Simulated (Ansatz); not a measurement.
The same ligand exchange along the group O, S, Te.

Program: Ansatz. Geometries: PBE0-D4/def2-TZVP. ΔE: electronic, gas phase. CBS: MP2 limit from def2 TZ/QZ plus the TZ coupled-cluster correction, frozen cores. This one scheme is used for every species. DFT in def2-TZVPP. Elements past krypton have def2 core potentials. For Te outer-core shells are correlated without core-valence functions, which leaves a few kJ/mol of doubt a bond. Each species was taken in one conformer, which may not be the lowest.

| reaction | HF/CBS(def2) (kcal/mol) | CCSD/CBS(def2) (kcal/mol) | B97M-V (kcal/mol) |
| --- | --- | --- | --- |
| `[NH2][Al]([OH])[F]` + NH₃ → `[NH2][Al]([NH2])[F]` + H₂O | 11.5 | 10.4 | 11.5 |
| `[NH2][Al]([F])[SH]` + NH₃ → `[NH2][Al]([NH2])[F]` + H₂S | 4.5 | 5.6 | 7.1 |
| `[NH2][Al]([F])[TeH]` + NH₃ → `[NH2][Al]([NH2])[F]` + H₂Te | 4.7 | 6.7 | 4.8 |

Give the CCSD(T)/CBS values in the same order. (Best estimate.)

Computed: 10.3, 6.1, 7.3 kcal/mol.

Largest T1 diagnostic: 0.012, for `[NH2][Al]([OH])[F]`.
